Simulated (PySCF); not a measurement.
Gas-phase reaction: W2O6 + 2 CH3OH = 2 WO2(OH)2 + 2 CH2

Energies from PySCF, thermal terms from the rigid-rotor harmonic-oscillator model, ideal gas at 1 bar. † marks an energy on the PBE0/def2-TZVP geometry and frequencies; other levels use their own. MP2 and CCSD(T) freeze the core. Open shells (unrestricted): CH2 (multiplicity 3); the rest are closed-shell singlets. B3LYP is the form with VWN-RPA correlation. W: scalar-relativistic def2 core potential, no spin-orbit coupling. No R ln 2 is added for the mirror-image form of WO2(OH)2. W2O6: computed as isolated molecules; such fragments, hydroxides, amides, oligomers or adducts are transient or little studied in the gas. MP2 isn't extrapolated to the basis-set limit; its ΔH°(298 K) is 552.2 kJ in def2-SVP and 573.8 kJ in def2-TZVPP. CCSD(T) isn't extrapolated to the basis-set limit. The harmonic model lacks anharmonicity and excited electronic states, which grow with temperature; levels with a mode under 35 cm⁻¹ are left out. Internal rotation in CH3OH is treated as a harmonic vibration of one conformer, which makes the entropy rough. Soft modes under 120 cm⁻¹ make the harmonic entropy rough for W2O6. Warning, large T1 diagnostic: W2O6, WO2(OH)2 (CCSD(T)/def2-SVP†).

```tsv
level	ΔE electronic, kJ	ΔH°(298 K), kJ	ΔS°(298 K), J/K	ΔG°(800 K), kJ
B3LYP/def2-TZVP†	566	518	192	351
BLYP/def2-TZVP†	569	520	192	354
CCSD(T)/def2-SVP†	574	525	192	358
HF/def2-TZVP†	308	259	192	92
M06-2X/def2-TZVP†	571	522	192	356
MP2/def2-TZVPP†	622	574	192	407
PBE/def2-SVP	596	550	201	376
PBE/def2-TZVP†	598	550	192	383
PBE0/def2-TZVP	576	528	192	361
LDA/def2-TZVP†	705	656	192	489
ωB97X-V/def2-TZVP†	615	566	192	399
```
ΔH° is lowest at HF/def2-TZVP† and highest at LDA/def2-TZVP†. No reference value is set beside these.
